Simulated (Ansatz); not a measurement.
One change: `BN=C=O` becomes `O=C=[N][AlH2]`.

Ansatz, PBE0-D4/def2-TZVP geometries, multiplicity 1. 

| property | `BN=C=O` |
| --- | --- |
| HOMO energy (B3LYP/def2-TZVPP) / eV | -8.18 |
| HOMO–LUMO gap (PBE/def2-TZVPP) / eV | 4.13 |
| HOMO–LUMO gap (ωB97M-V/def2-TZVPP) / eV | 10.69 |
| LUMO energy (PBE/def2-TZVPP) / eV | -2.91 |
| HOMO energy (PBE/def2-TZVPP) / eV | -7.03 |
| LUMO energy (B3LYP/def2-TZVPP) / eV | -2.16 |

(1) Give the same properties after the change, and the shifts. (An estimate is asked.)

## Answers

(1) The calculation gave: 
```json
{"property": "HOMO energy (B3LYP/def2-TZVPP) / eV", "`O=C=[N][AlH2]`": "-8.14", "shift": "0.04"}
{"property": "HOMO–LUMO gap (PBE/def2-TZVPP) / eV", "`O=C=[N][AlH2]`": "4.53", "shift": "0.40"}
{"property": "HOMO–LUMO gap (ωB97M-V/def2-TZVPP) / eV", "`O=C=[N][AlH2]`": "10.45", "shift": "-0.24"}
{"property": "LUMO energy (PBE/def2-TZVPP) / eV", "`O=C=[N][AlH2]`": "-2.49", "shift": "0.42"}
{"property": "HOMO energy (PBE/def2-TZVPP) / eV", "`O=C=[N][AlH2]`": "-7.02", "shift": "0.01"}
{"property": "LUMO energy (B3LYP/def2-TZVPP) / eV", "`O=C=[N][AlH2]`": "-1.95", "shift": "0.21"}
```

B3LYP here is the variant with VWN-RPA as its local correlation; programs differ in this.
